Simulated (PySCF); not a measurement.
Species: C5H6F2O.
Atom-mapped SMILES: `[F:1][CH2:2][C:3]1=[CH:4][CH2:5][O:6][C@H:7]1[F:8]` (hydrogens: H9, H10 on C2; H11 on C4; H12, H13 on C5; H14 on C7)

Computed with PBE0-D3(BJ)/def2-SVP geometry optimisation, gas phase (PySCF 2.14.0).

Question: List the bond lengths, angles and torsions at this level.

Answer: 
| bond | length (pm) |
| --- | --- |
| F1–C2 | 136.6 |
| C2–C3 | 148.3 |
| C3=C4 | 133.3 |
| C4–C5 | 149.3 |
| C5–O6 | 141.6 |
| O6–C7 | 137.3 |
| C7–F8 | 138.3 |
| C3–C7 | 150.4 |
| C2–H9 | 110.5 |
| C2–H10 | 110.6 |
| C4–H11 | 109.0 |
| C5–H12 | 110.4 |
| C5–H13 | 110.6 |
| C7–H14 | 110.5 |

A selection of angles:
| angle | degrees |
| --- | --- |
| F1–C2–C3 | 111.2 |
| F1–C2–H9 | 109.3 |
| F1–C2–H10 | 109.0 |
| C3–C2–H9 | 109.5 |
| C3–C2–H10 | 110.4 |
| H9–C2–H10 | 107.4 |
| C2–C3–C4 | 128.5 |
| C2–C3–C7 | 122.8 |
| C4–C3–C7 | 108.4 |
| C3–C4–C5 | 109.1 |
| C3–C4–H11 | 126.1 |
| C5–C4–H11 | 124.8 |
| C4–C5–O6 | 104.8 |
| C4–C5–H12 | 113.1 |
| C4–C5–H13 | 112.1 |
| O6–C5–H12 | 108.6 |
| O6–C5–H13 | 110.9 |
| H12–C5–H13 | 107.4 |
| C5–O6–C7 | 110.9 |
| O6–C7–F8 | 111.2 |
| O6–C7–H14 | 109.8 |
| F8–C7–H14 | 105.5 |
| C3–C7–O6 | 105.7 |
| C3–C7–F8 | 108.9 |
| C3–C7–H14 | 116.0 |

Torsions: F1–C2–C3–C4 3° (synperiplanar); C2–C3–C4–C5 177° (antiperiplanar); C3–C4–C5–O6 4° (synperiplanar); C4–C5–O6–C7 -10° (synperiplanar); C5–O6–C7–F8 -107° (anticlinal); C2–C3–C7–O6 176° (antiperiplanar).

The 5-membered ring C3–C4–C5–O6–C7 has internal angles of 104.8° to 110.9° (sum 539°, against 540° for a flat polygon); it is slightly puckered (a soft mode that the optimisation may not have finished), 0.04 Å rms from its mean plane, widest ring torsion 11°. The C–C distances run from 1.333 Å (C3=C4, drawn double) to 1.504 Å (C3–C7, drawn single), a spread of 0.171 Å. The 2 C–O bonds span 1.373 Å (O6–C7, drawn single) to 1.416 Å (C5–O6, drawn single), a spread of 0.043 Å. Of the pairs four or more bonds apart, F1···H11 is among the closest relative to their van der Waals radii: 2.65 Å, 99 % of the sum of Bondi's values.

Point group: C1 (no symmetry element, even within 0.4 Å). PBE0-D3(BJ)/def2-SVP frequencies: not computed here. One conformer, not necessarily the lowest.

On Arm Neoverse V1, one thread (shared host), this took 67 s. This is the geometry optimisation.
